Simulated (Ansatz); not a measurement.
`N[SiH](O)Br` → `NO` + `[SiH]Br` at 700 K and 1 bar (silylene formation by 1,1-elimination).

Gas-phase electronic energies from Ansatz, PBE0-D4/def2-TZVP geometries. CCSD(T)/CBS adds triple-zeta CCSD(T) − MP2 to the extrapolated MP2 energy (def2 sets, frozen cores). This one scheme is used for every species. For Br outer-core shells are correlated without core-valence functions, which leaves a few kJ/mol of doubt a bond. Scalar relativity is left out up to krypton. Each species was taken in one conformer, which may not be the lowest.

```tsv
species	CCSD(T)/CBS energy (Eh)	H − E (kJ/mol)	S (J/(mol·K))
`N[SiH](O)Br`	-2994.82102	200.2	433.6
`NO`	-131.61350	139.8	279.5
`[SiH]Br`	-2862.97869	49.0	302.5
```

H − E and S are ideal-gas, rigid-rotor, harmonic terms from PBE0-D4/def2-TZVP, for one conformer and one mirror image of each species. 1 Eh = 2625.50 kJ/mol, R = 8.31446 J/(mol·K).

By hand: ΔE, ΔH, ΔS and ΔG.

ΔE = (-131.61350) + (-2862.97869) − (-2994.82102) = 0.22883 Eh = 600.8 kJ/mol. Δ(H − E) = 139.8 + 49.0 − 200.2 = -11.4, so ΔH = 589.4 kJ/mol. ΔS = 279.5 + 302.5 − 433.6 = 148.4 J/(mol·K). ΔG = 589.4 − 700 × (148.4)/1000 = 485.5 kJ/mol.

By hand: the equilibrium constant, and the temperature at which ΔG would vanish if ΔH and ΔS stayed fixed.

log₁₀ K = −ΔG/(RT ln 10) = -36.2. ΔG = 0 at ΔH/ΔS = 3972 K, far beyond where these terms or the molecules hold.

The number of gas molecules changes by +1, which sets the sign of ΔS. A doubt of 5 kJ/mol in ΔE shifts log₁₀ K by 0.4 here. Other conformers and mirror images would add mixing entropy, several J/(mol·K) or more a flexible species. These are equilibria of isolated gas molecules and say nothing of rates. Largest T1 diagnostic: 0.011 (customary marks: 0.02 for closed shells, 0.045 for open ones).
